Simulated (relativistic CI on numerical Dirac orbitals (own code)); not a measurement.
## What each ingredient does to the levels of B2+

Base calculation: Dirac-Coulomb-Breit CI, KLI orbitals optimised for each configuration, QED by a radiative potential, valence Slater integrals scaled by 0.85, P86 correlation energy added to each configuration.

Configuration list (outside the closed core 1s2): 2s, 2p, 3s, 3p, 3d, 4s, 4p, 4f, 4d, 5s, 5p, 5g, 5f, 5d. Levels of other configurations are missing.

Variants: (1) Slater integrals left unscaled; (2) QED terms removed; (3) non-relativistic limit. Shifts of the energy above 2s 2S_1/2, in cm⁻¹, for the lowest level and the first level of each name with at least 55 % of one term (blank where a level changes its place among those of its configuration and J or its character, or is not in the variant):

| Level | Base | Δ(1) | Δ(2) | Δ(3) | Measured |
| --- | --- | --- | --- | --- | --- |
| 2s 2S_1/2 | 0.0 | 0.0 | 0.0 | 0.0 | 0.0 |
| 2p 2P°_1/2 | 49663.5 | 0.0 | +6.7 | -46.6 | 48358.5 |
| 2p 2P°_3/2 | 49694.0 | 0.0 | +6.5 | -77.1 | 48392.6 |
| 3s 2S_1/2 | 180589.9 | 0.0 | +4.0 | -49.7 | 180201.8 |
| 3p 2P°_1/2 | 193537.6 | 0.0 | +5.9 | -63.2 | 192949.2 |
| 3p 2P°_3/2 | 193545.5 | 0.0 | +5.9 | -71.1 | 192959.4 |
| 3d 2D_3/2 | 195034.9 | 0.0 | +5.5 | -68.4 |  |
| 3d 2D_5/2 | 195037.8 | 0.0 | +5.4 | -71.3 | 196071.2 |
| 4s 2S_1/2 | 238240.9 | 0.0 | +4.9 | -62.8 | 237695.5 |
| 4p 2P°_1/2 | 243484.1 | 0.0 | +5.7 | -68.6 |  |
| 4p 2P°_3/2 | 243487.1 | 0.0 | +5.7 | -71.5 |  |
| 4d 2D_3/2 | 244294.6 | 0.0 | +5.4 | -70.5 |  |
| 4d 2D_5/2 | 244295.8 | 0.0 | +5.4 | -71.7 | 244138.9 |
| 4f 2F°_5/2 | 246854.3 | 0.0 | +5.4 | -71.8 |  |
| 4f 2F°_7/2 | 246854.9 | 0.0 | +5.4 | -72.4 |  |
| 5s 2S_1/2 | 264024.6 | 0.0 | +5.2 | -67.6 | 263156.2 |
| 5p 2P°_1/2 | 266675.9 | 0.0 | +5.6 | -70.6 |  |
| 5p 2P°_3/2 | 266677.3 | 0.0 | +5.6 | -71.9 | 265719.7 |
| 5d 2D_3/2 | 267148.5 | 0.0 | +5.4 | -71.5 |  |
| 5d 2D_5/2 | 267149.1 | 0.0 | +5.4 | -72.1 |  |
| 5f 2F°_5/2 | 269075.3 | 0.0 | +5.4 | -72.2 |  |
| 5g 2G_7/2 | 269075.5 | 0.0 | +5.4 | -72.5 |  |

Correlation outside the listed configurations is missing or only estimated: errors of thousands of cm⁻¹ between configurations and terms are usual at this charge. Rates and lifetimes follow the computed energies and can be off by large factors. The fine structure of a lone outer electron comes out too small, for d and f at times inverted, and misplaced configurations move strength between like terms. 10 of the 10 excited levels that our extract of the measured tables holds in this range could be paired (the sources list more); they are missed by 773 cm⁻¹ on average and 1305 at most, and levels without a partner can miss by more.

Measured levels: Moore, Atomic Energy Levels, vol. I, NSRDS-NBS 35 (1971 reprint of NBS Circular 467, 1949).

Ionisation energy from the two ground configurations alone: base 38.26 eV. The NIST ASD value (measured) is 37.9306 eV.
